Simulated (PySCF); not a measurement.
## Pauling's electronegativity from computed bond energies: partners of F

CCSD(T) in PySCF with def2-SVPD on every atom (core potentials on Rb, Cs), for the lowest determinant that a PBE0 search found; no spin–orbit coupling. De of F2 is 1.25 eV.

```csv
B,De(B₂) (eV),De(FB) (eV)
H,4.52,5.90
Li,0.89,5.88
Cs,0.36,4.94
Na,0.70,4.92
Rb,0.36,4.81
```

Question: With Δ = De(FB) − [De(F₂) + De(B₂)]/2, give Δ and the electronegativity difference √(Δ/eV).

Answer: 

| B | Δ (eV) | √Δ |
| --- | --- | --- |
| H | 3.02 | 1.74 |
| Li | 4.81 | 2.19 |
| Cs | 4.13 | 2.03 |
| Na | 3.94 | 1.99 |
| Rb | 4.00 | 2.00 |

The rule was made for single bonds and measured bond energies; here it is fed with computed well depths. With the arithmetic mean Δ turns negative when the two homonuclear bonds differ much, as for alkali hydrides.

Correlated steps freeze the inner cores (0 to 2 orbitals); shallow outer-core shells are correlated. Weak bonds: Cs2, Rb2. Basis-set superposition, not corrected here, can be much of De in a small basis, most of all at correlated wavefunction levels. These are scalar-relativistic numbers at best; spin–orbit coupling would shift them, the dissociation energy most. Where the molecule has an RHF reference, its open-shell atoms are computed with UHF.
